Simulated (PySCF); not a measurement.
# Computed spin Hamiltonian

Compound: C₅H₉O₃ (doublet state).
Z-matrix (Å and degrees, GFN2-xTB geometry), rows numbered from 1:
```
C 
O   1  1.4126
C   2  1.3898  1  113.84
O   3  1.4104  2  111.75  1   -70.73
C   4  1.3756  3  108.39  2  -103.79
O   5  1.3661  4  111.76  3    -5.11
C   6  1.4154  5  108.38  4    -8.58
C   7  1.5190  3  114.56  2   -20.28
H   1  1.0962  2  110.48  3   -61.08
H   1  1.0932  2  111.16  3    60.36
H   1  1.0874  2  105.99  3   179.84
H   3  1.1028  2  110.24  1    49.03
H   5  1.0822  4  116.64  3   130.70
H   7  1.1013  3  109.00  2  -144.43
H   8  1.0855  7  109.79  3    56.55
H   8  1.0861  7  109.09  3   176.44
H   8  1.0858  7  109.70  3   -63.38
```

The hyperfine couplings belong to this conformer and change with its torsions.

Identity: `CO[C@@H]1O[CH]O[C@@H]1C` [radical].

Theory: UKS B3LYP, pcH-1 on C H O, non-relativistic, mean-field spin-orbit, GIAO (PySCF 2.14.0). One conformer (not necessarily the lowest) at the GFN2-xTB geometry, without solvent, vibrations or thermal averaging. Couplings are sensitive to structure, and on GFN2-xTB geometries they can be far from those on DFT ones. The SCF solution wasn't tested for stability.

| Property | Result |
| --- | --- |
| g1, g2, g3 | 2.00203, 2.00363, 2.00420 |
| g_iso | 2.00328 |
| Form of g | rhombic: the two nearest values differ by 26 % of g3 − g1 |
| ⟨S²⟩ | 0.7525 (exact 0.7500) |
| α and β electrons | 32, 31 |
| Total energy | -421.56742 Eh |
| Basis functions | 290 |

Isotropic coupling and dipolar principal values T1 to T3, in MHz; ρ(0) is the spin density at the nucleus:

```tsv
atom	isotope	a_iso	T1	T2	T3	Mulliken spin population	ρ(0) (bohr⁻³)
C1	13C	1.0	-0.3	-0.3	0.6	0.00	0.0009
O2	17O	-2.4	-4.3	1.9	2.3	0.01	0.0039
C3	13C	3.4	-2.4	-0.8	3.2	0.00	0.0030
O4	17O	-46.5	-42.7	20.3	22.4	0.07	0.0768
C5	13C	302.2	-71.5	-70.9	142.4	0.81	0.2689
O6	17O	-28.7	-54.5	26.0	28.5	0.09	0.0473
C7	13C	-3.8	-1.7	-1.1	2.8	-0.01	-0.0034
C8	13C	8.4	-0.7	-0.7	1.4	0.00	0.0075
H9	1H	0.1	-0.9	-0.8	1.7	0.00	0.0000
H10	1H	0.2	-1.5	-1.4	2.9	0.00	0.0000
H11	1H	-0.1	-0.8	-0.7	1.4	0.00	0.0000
H12	1H	-1.6	-3.0	-2.4	5.4	0.00	-0.0004
H13	1H	62.9	-29.8	-4.4	34.2	0.01	0.0141
H14	1H	13.1	-3.6	-2.7	6.3	0.01	0.0029
H15	1H	0.0	-1.7	-1.5	3.2	0.00	0.0000
H16	1H	-0.5	-1.5	-1.3	2.9	0.00	-0.0001
H17	1H	1.6	-1.1	-0.9	2.0	0.00	0.0004
```

Largest spin populations (Mulliken): C5 (+0.81), O6 (+0.09) and O4 (+0.07). No atom but C5 exceeds +0.15. The angles at C5 add up to 343.8°, so it is pyramidal.

Under fast tumbling the dipolar parts average out, and these isotropic splittings remain: 1 × 1H (H13, I = 1/2, 2 lines) with 2.24 mT, 1 × 1H (H14, I = 1/2, 2 lines) with 0.47 mT and 1 × 1H (H12, I = 1/2, 2 lines) with 0.06 mT.

The 13C coupling of C5 (302.2 MHz) shows only in satellite lines or after enrichment, since that isotope makes up about 1.07 % of natural carbon.

The 17O coupling of O4 (-46.5 MHz) shows only in satellite lines or after enrichment, since that isotope makes up about 0.038 % of natural oxygen.

Time: 58 s (grids of density and orbitals included); peak memory 0.96 GiB. Hardware: AMD EPYC 7B13, one thread, on a shared host.
